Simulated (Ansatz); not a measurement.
Cost and result for the atomization energy of `BCN[SiH3]` (12 atoms, 11 bonds).

Z-matrix (Å, degrees):
```
C
N 1 1.443
B 1 1.545 2 118.2
H 1 1.112 2 112.6 3 -120.0
H 1 1.103 2 111.3 3 125.4
Si 2 1.713 1 124.6 3 177.4
H 2 1.006 1 114.5 3 10.6
H 3 1.196 1 118.7 2 176.4
H 3 1.200 1 121.8 2 -5.5
H 6 1.486 2 107.3 1 178.2
H 6 1.490 2 110.5 1 58.0
H 6 1.494 2 113.5 1 -61.3
```

Total charge 0; spin multiplicity 1. The geometry is a stationary point of PBE0-D4/def2-TZVP. It is one conformer, not always the lowest. Program: Ansatz. All runs use 2 threads of an Intel Xeon 6975P-C on a shared host. Times are those of one run each, without the atoms' runs, and a repeat can differ threefold. Electronic energies, without spin–orbit coupling; frozen cores. CCSD(T)/CBS adds CCSD(T) − MP2 in def2-TZVPP to the MP2 limit, and its time is that of the two runs behind it. T1 = 0.011. HSE06 is the plane-wave form, built on full-range PBE exchange.

CCSD(T)/CBS is a level of theory with its own doubt, some kJ/mol a heavy atom from the limit and from the frozen cores, so smaller differences don't rank the functionals.

| level | functions | wall time | atomization (kJ/mol) | difference from CCSD(T)/CBS | per bond |
| --- | --- | --- | --- | --- | --- |
| LDA (SPW92)/def2-TZVPP | 247 | 1.1 s | 4577.0 | 510.9 | 46.4 |
| revPBE-D4/def2-TZVPP | 247 | 1.6 s | 4027.0 | -39.1 | -3.6 |
| PBE-D4/def2-TZVPP (with forces) | 247 | 2.1 s | 4104.8 | 38.7 | 3.5 |
| BHLYP-D4/def2-TZVPP | 247 | 2.3 s | 4021.5 | -44.6 | -4.1 |
| HSE06-D4/def2-TZVPP | 247 | 2.5 s | 4069.2 | 3.1 | 0.3 |
| CCSD(T)/def2-SVP | 100 | 3 s | 3836.7 | -229.4 | -20.9 |
| B2PLYP/def2-TZVPP | 247 | 4.3 s | 4040.2 | -25.9 | -2.4 |
| B97M-V/def2-TZVPP | 247 | 6 s | 4085.9 | 19.8 | 1.8 |
| ωB97X-V/def2-TZVPP | 247 | 6 s | 4099.2 | 33.1 | 3.0 |
| ωB97M-V/def2-TZVPP (with forces) | 247 | 8 s | 4094.7 | 28.6 | 2.6 |
| MP2/def2-QZVPP | 481 | 21 s | 4042.4 | -23.7 | -2.2 |
| CCSD(T)/def2-TZVPP | 247 | 2.1 min | 3964.3 | -101.8 | -9.3 |
| CCSD(T)/CBS(def2) | – | 2.4 min | 4066.1 | 0.0 | 0.0 |

From BLYP to BHLYP (50 % exact exchange), in def2-TZVPP and without D4, the atomization energy moves by −25.2 kJ/mol: exact exchange takes away binding that semilocal exchange gives to molecules. At CCSD(T), def2-SVP lies −229.5 kJ/mol from the extrapolated value and def2-TZVPP −101.9 kJ/mol: correlation converges slowly with the basis, and small sets miss more of it in the bonded molecule than in its fragments. In def2-TZVPP, CCSD(T) changes the Hartree–Fock value by +914.3 kJ/mol (the triples alone add +41.2 kJ/mol) and MP2 by +931.5 kJ/mol; breaking electron pairs costs correlation energy, which Hartree–Fock lacks.
